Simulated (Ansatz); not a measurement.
CH3BO, SMILES `B[C]O` (excited triplet) (charge 0, multiplicity 3). This triplet is an excited state, 0.87 eV above the relaxed singlet at the level frozen-core CCSD(T)/cc-pVTZ // PBE0-D3(BJ)/def2-TZVP (Ansatz, an electronic-structure program).

Cartesian coordinates (Å):
SMILES: O[C]B
```xyz
6

B     -0.9790    -0.0695     0.4931
C      0.4963     0.1419     0.3981
O      1.3422     0.0082    -0.5883
H     -1.5656    -0.4337    -0.4881
H     -1.5359     0.1253     1.5292
H      2.2419     0.2278    -0.3143
```
Charge 0, spin multiplicity 3.

Frozen-core energies in 6-31g from Ansatz at a geometry from PBE0-D3(BJ)/def2-TZVP; the HF reference has <S^2> = 2.01 and the T1 diagnostic is 0.025.

```json
[
 {"level": "HF", "energy (Ha)": "-138.99668"},
 {"level": "MP2", "energy (Ha)": "-139.22046"},
 {"level": "CCSD", "energy (Ha)": "-139.24761"}
]
```

Q: Estimate the energies of CCSD(T), CCSDT and CCSDT(Q), and give each level's difference from CCSDT(Q).

A: 
```
level     energy (Ha)  difference from CCSDT(Q) (mHa)
--------  -----------  ------------------------------
MP2        -139.22046                           34.26
CCSD       -139.24761                            7.12
CCSD(T)    -139.25316                            1.57
CCSDT      -139.25413                            0.59
CCSDT(Q)   -139.25473                            0.00
```
